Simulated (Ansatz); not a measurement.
Consider the ligand exchange at the Si–N bond: `O[SiH](O)N[SiH](F)F` + `N[SiH](O)Cl` → `O[SiH](O)N[SiH](O)Cl` + `N[SiH](F)F`.

Gas-phase electronic energies from Ansatz, PBE0-D4/def2-TZVP geometries. CCSD(T)/CBS adds triple-zeta CCSD(T) − MP2 to the extrapolated MP2 energy (def2 sets, frozen cores). This one scheme is used for every species. Functionals use def2-TZVPP. One conformer a species, not always the lowest.

Problem. Is it downhill or uphill in electronic energy at CCSD(T)/CBS, and by how much? (Estimate.)

Solution. Ansatz gave: Downhill: ΔE = -6.2 kJ/mol.

Problem. What do these levels give: ωB97M-V, r2SCAN, MP2/def2-QZVPP, HF/CBS(def2), MP2/CBS(def2), CCSD/CBS(def2)? (An estimate is asked.)

Solution. Ansatz gave: ωB97M-V -6.5, r2SCAN -4.9, MP2/def2-QZVPP -6.8, HF/CBS(def2) -0.9, MP2/CBS(def2) -6.6, CCSD/CBS(def2) -5.0 kJ/mol.

Largest T1 diagnostic among the species: 0.012.

In def2-TZVPP, CCSD(T) changes the Hartree–Fock value by −5.4 kJ/mol (the triples alone add −1.2 kJ/mol) and MP2 by −5.9 kJ/mol.
